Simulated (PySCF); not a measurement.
How the method changes the constants of ZrF⁻

State: ³Σ⁻ (triplet), unpaired electrons δ ↑↑. Set-up: PySCF, scalar-relativistic core potentials, basis sets Zr def2-TZVPPD with ECP28, F def2-TZVPPD. De refers to Zr (4d2 5s2) + F⁻ in their high-spin ground configurations, without counterpoise correction. The functionals are run spin-unrestricted. A positive dipole points towards F; it is taken about the centre of mass and depends on that origin. Levels whose curve was spin-contaminated or gave no clean fit are not listed.

```tsv
Level	Re (Å)	ωe (cm⁻¹)	De (eV)	μ (D)
ROHF	1.964	560	n/a	2.48
ROHF-MP2	1.934	576	n/a	n/a
ROHF-SCS-MP2	1.945	567	n/a	n/a
ROHF-CCSD	1.948	569	n/a	n/a
ROHF-CCSD(T)	1.945	572	3.87	n/a
MN15	1.926	585	n/a	1.02
```

Question: What does the triples do here, going from ROHF-CCSD to ROHF-CCSD(T)?

Answer: ROHF-CCSD(T) less ROHF-CCSD: -0.3 pm in Re, +0.5 % in ωe. Correlation nearly always deepens the well. The bond shortens, as in weak, metallic or heavy-atom bonds, where dispersion and the correlation of outer-core electrons pull the atoms together.

Question: What does all correlation do here, going from ROHF to ROHF-CCSD(T)?

Answer: ROHF-CCSD(T) less ROHF: -1.9 pm in Re, +2.1 % in ωe. Correlation nearly always deepens the well. The bond shortens, as in weak, metallic or heavy-atom bonds, where dispersion and the correlation of outer-core electrons pull the atoms together.

Correlated steps freeze 1 core orbital. De is left out where the level can put another filling of the metal’s s and d shells below the measured ground configuration, by anything from nothing to about 1 eV. Spin–orbit coupling is left out, which matters for elements this heavy, above all for dissociation energies. For an ion De counts to the pair picked by the measured ionisation energies or electron affinities, which need not be the lowest pair at this level. The highest Kohn–Sham level is positive in this anion. Much of that is self-interaction error, but it also means that the finite basis helps to hold the extra electron. The CCSD T1 diagnostic is raised, a sign that a single reference may not be enough here. UHF is strongly spin-contaminated for ZrF⁻, so the ROHF reference used there is far from stable. The state is the lowest single determinant that the PBE0 search found; with open d or f shells the true ground state can be another one.

The whole job (state search and all levels along the bond) took about 12 min on 2 threads of Intel Xeon 6975P-C (shared host), peak memory 4.5 GiB.
